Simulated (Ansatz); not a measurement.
`[OH][Ga]([Cl])[Br]` + H–F → `[OH][Ga]([F])[Cl]` + HBr  (ligand exchange at a Ga–Br bond)

Calculated with Ansatz (gas phase, PBE0-D4/def2-TZVP geometries, no zero-point term in ΔE). CCSD(T)/CBS is the MP2 limit (def2-TZVPP, def2-QZVPP) plus CCSD(T) − MP2 in def2-TZVPP, frozen cores. This one scheme is used for every species. DFT in def2-TZVPP. B3LYP here is the variant with VWN-RPA as its local correlation; programs differ in this. HSE06 is defined as in plane-wave codes. For Br, Ga outer-core shells are correlated without core-valence functions, which leaves a few kJ/mol of doubt a bond. Scalar relativity is left out up to krypton. Each species was taken in one conformer, which may not be the lowest.

`[OH][Ga]([Cl])[Br]`:

Cartesian coordinates in Å:
```
O -1.180 -0.191 0.785
Ga 0.352 0.186 -0.008
Cl 1.693 1.479 0.988
Br 0.868 -0.689 -2.034
H -1.733 -0.785 0.269
```

H–F:

```xyz
2

F    -0.371   -0.219    0.162
H     0.371    0.219   -0.162
```

`[OH][Ga]([F])[Cl]`:

Z-matrix (Å, degrees):
```
Ga
O 1 1.761
Cl 1 2.115 2 124.1
F 1 1.733 2 117.4 3 180.0
H 2 0.961 1 113.2 3 0.0
```

HBr:

Z-matrix (Å, degrees):
```
Br
H 1 1.420
```

```csv
level,ΔE (kcal/mol)
r2SCAN-D4,10.4
B3LYP-D4,10.8
CAM-B3LYP-D4,9.4
PBE-QIDH,12.4
PBE0,11.8
HSE06,11.9
RPA@PBE/def2-TZVPP,9.6
CCSD/CBS(def2),12.3
```

Q: What does CCSD(T)/CBS give? (An estimate is asked.)

A: The calculation gave: +12.4 kcal/mol. The listed levels differ from it by -2.0, -1.6, -3.0, 0.0, -0.6, -0.5, -2.8, -0.1 kcal/mol.

Q: What do rigid-rotor, harmonic-oscillator terms from PBE0-D4/def2-TZVP frequencies (298.15 K, 1 bar) make of the CCSD(T)/CBS value? (An estimate is asked.)

A: The calculation gave: ΔZPE = -1.4 kcal/mol, ΔH = +10.8 kcal/mol, ΔS = 2 J/(mol·K), ΔG = +10.6 kcal/mol.

Largest T1 diagnostic among the species: 0.014.

From BLYP to BHLYP (50 % exact exchange), in def2-TZVPP and without D4, ΔE moves by +2.4 kcal/mol. The D4 term adds +1.5 kcal/mol with B3LYP and +0.8 kcal/mol with PBE0; it sums over pairs of atoms, weighted by their polarisabilities, and B3LYP, whose exchange is more repulsive, gets the larger term.
